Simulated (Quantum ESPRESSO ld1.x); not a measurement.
Results of a calculation; reference values are marked as such.
Question: Te+, configuration [Kr] 4d8 5s2 5p5 (not the ground configuration). Code: ld1.x of Quantum ESPRESSO 7.5. Model: Dirac Kohn-Sham, PBE, spin-unpolarised, spherical densities, point nucleus; open shells are shared between the two j in proportion to 2j + 1. Some entries of the table are withheld. Estimate them.

orbital,occ.,eigenvalue (Ry),<r> (bohr),r(max) (bohr)
1s1/2,2,-2325.0835,0.02781,0.018
2s1/2,2,(1),0.1194,0.102
2p1/2,2,-335.7450,0.1008,0.078
2p3/2,4,-315.5724,0.1064,0.083
3s1/2,2,(2),0.3217,0.292
3p1/2,2,-63.6654,0.3121,0.278
3p3/2,4,-59.9016,0.3235,0.290
3d3/2,4,-43.6297,0.2944,0.237
3d5/2,6,-42.8421,0.2980,0.239
4s1/2,2,-13.8671,0.7569,0.698
4p1/2,2,-10.6596,0.7901,0.715
4p3/2,4,-9.9208,0.8169,0.738
4d3/2,3.2,-4.7517,0.9249,0.793
4d5/2,4.8,-4.6340,0.9352,0.800
5s1/2,2,-2.0378,1.901,1.70
5p1/2,1.66667,-1.2774,2.205,1.90
5p3/2,3.33333,-1.1890,2.292,1.98

Answer: 
(1) 2s1/2 eigenvalue (Ry): -358.2260
(2) 3s1/2 eigenvalue (Ry): -72.9007
